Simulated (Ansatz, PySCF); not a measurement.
Gas-phase reaction in SMILES: C=C(C)[CH-]CC → C/[C-]=C\CCC
Geometries: B3LYP-D3(BJ)/def2-TZVP minima from Ansatz (a program for electronic structure), one conformer each, not searched for the lowest.

Quantity: isomerisation energy (enthalpy at 298 K, with B3LYP-D3(BJ) rigid-rotor harmonic-oscillator terms from PySCF), in kcal/mol. Cores are frozen in the correlated levels unless marked. No spin-orbit coupling. No relativistic terms. Anions need diffuse functions: aug- sets have them; def2-D sets add few; the other sets have none. CBS(X,Y): correlation extrapolated as X^-3; Hartree-Fock from the larger set. [CCSD(T)-MP2]/basis is that difference in the basis named.

```tsv
level	program	isomerisation energy (kcal/mol)
PBE-D4/def2-TZVPD	Ansatz + dftd4	22.5
BLYP-D4/def2-TZVPD	Ansatz + dftd4	(withheld)
r2SCAN-D4/def2-TZVPD	Ansatz + dftd4	21.9
PBE0/STO-3G	Ansatz	25.5
PBE0/def2-TZVPD	Ansatz	21.1
B2PLYP-D3(BJ)/def2-TZVPD	Ansatz + dftd3	(withheld)
SCS-MP2/cc-pVQZ	Ansatz	19.4
CCSD/aug-cc-pVTZ	Ansatz	17.7
RI-MP2/CBS(aug-cc-pVTZ,aug-cc-pVQZ)+[CCSD(T)-MP2]/aug-cc-pVTZ	Ansatz	19.0
```

Q: Fill in the missing entries.

A: 
- BLYP-D4/def2-TZVPD, isomerisation energy (kcal/mol): 22.0
- B2PLYP-D3(BJ)/def2-TZVPD, isomerisation energy (kcal/mol): 20.4
